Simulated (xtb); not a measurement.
CsF (SMILES [F][Cs]), singlet, from a rough starting geometry (GFN-xTB shapes and energies of metal compounds can be far from the true ones); GFN2-xTB (xtb).

The xtb input:
```
$ xtb mol.xyz --gfn 2 --opt vtight --json

# file mol.xyz
2

Cs    -0.63716283    -0.43848411    -0.84035418
F      0.63920597     0.51598344     0.82480743
```

Output, abridged:

```
   ID    Z sym.   atoms
    1   55 Cs     1
    2    9 F      2

           -------------------------------------------------
          |                Calculation Setup                |
           -------------------------------------------------

           -------------------------------------------------
          |                 G F N 2 - x T B                 |
           -------------------------------------------------

          ...................................................
          :                      SETUP                      :
          :.................................................:
          :  # basis functions                   8          :
          :  # atomic orbitals                   8          :
          :  # shells                            4          :
          :  # electrons                         8          :
          :  max. iterations                   250          :
          :  Hamiltonian                  GFN2-xTB          :
          :  restarted?                      false          :
          :  GBSA solvation                  false          :
          :  PC potential                    false          :
          :  electronic temp.          300.0000000     K    :
          :  accuracy                    1.0000000          :
          :  -> integral cutoff          0.2500000E+02      :
          :  -> integral neglect         0.1000000E-07      :
          :  -> SCF convergence          0.1000000E-05 Eh   :
          :  -> wf. convergence          0.1000000E-03 e    :
          :  Broyden damping             0.4000000          :
          :  net charge                          0          :
          :  unpaired electrons                  0          :
          ...................................................

 iter      E             dE          RMSdq      gap      omega  full diag
   1     -4.9585089 -0.495851E+01  0.121E+01    0.64       0.0  T
   2     -4.9604009 -0.189198E-02  0.728E+00    1.66       1.0  T
   3     -4.7558887  0.204512E+00  0.112E+01    0.29       1.0  T
   4     -4.9576459 -0.201757E+00  0.273E+00    2.24       1.0  T
   5     -4.9602010 -0.255511E-02  0.222E+00    1.89       1.0  T
   6     -4.9613375 -0.113654E-02  0.195E+00    1.75       1.0  T
   7     -4.9609483  0.389262E-03  0.205E+00    1.79       1.0  T
   8     -4.9652229 -0.427465E-02  0.372E-01    1.07       1.0  T
   9     -4.9651264  0.965426E-04  0.454E-01    1.06       1.0  T
[...]
         :: total energy              -4.963228323615 Eh    ::
 * total energy  :    -4.9632283 Eh     change       -0.1471898E-09 Eh
   *** GEOMETRY OPTIMIZATION CONVERGED AFTER 1 ITERATIONS ***
         :: total energy              -4.963228323762 Eh    ::
[...]
         2        2.0000           -0.3247106              -8.8358
         3        2.0000           -0.3214667              -8.7476
         4        2.0000           -0.3214667              -8.7476 (HOMO)
         5                         -0.2785685              -7.5802 (LUMO)
         6                         -0.1227821              -3.3411
         7                         -0.1227821              -3.3411
         8                          0.0220113               0.5990
      -------------------------------------------------------------
                  HL-Gap            0.0428982 Eh            1.1673 eV
             Fermi-level           -0.2996940 Eh           -8.1551 eV

     #   Z          covCN         q      C6AA      α(0)
     1  55 Cs       0.584     0.694   964.367   126.702
     2   9 F        0.584    -0.694    17.916     4.991

 Mol. C6AA /au·bohr⁶  :       1162.078033
 Mol. C8AA /au·bohr⁸  :     365974.908999
 Mol. α(0) /au        :        131.692488

Wiberg/Mayer (AO) data.
largest (>0.10) Wiberg bond orders for each atom

 ---------------------------------------------------------------------------
     #   Z sym  total        # sym  WBO       # sym  WBO       # sym  WBO
 ---------------------------------------------------------------------------
     1  55 Cs   0.558 --     2 F    0.558
     2   9 F    0.558 --     1 Cs   0.558
 ---------------------------------------------------------------------------

Topologies differ in total number of bonds
Writing topology from bond orders to xtbtopo.mol

molecular dipole:
                 x           y           z       tot (Debye)
 q only:       -1.675      -1.252      -2.185
   full:       -1.904      -1.424      -2.484       8.739
molecular quadrupole (traceless):
                xx          xy          yy          xz          yz          zz
 q only:        0.053      -0.188      -0.212       0.031      -0.212       0.159
  q+dip:        0.023       0.112      -0.471       0.602       0.183       0.448
   full:        0.090      -0.468      -0.062      -0.409      -0.573      -0.028

optimized geometry written to: xtbopt.xyz

           -------------------------------------------------
          | TOTAL ENERGY               -4.963228323762 Eh   |
          | GRADIENT NORM               0.000152353354 Eh/α |
          | HOMO-LUMO GAP               1.167320312875 eV   |
           -------------------------------------------------

normal termination of xtb
```
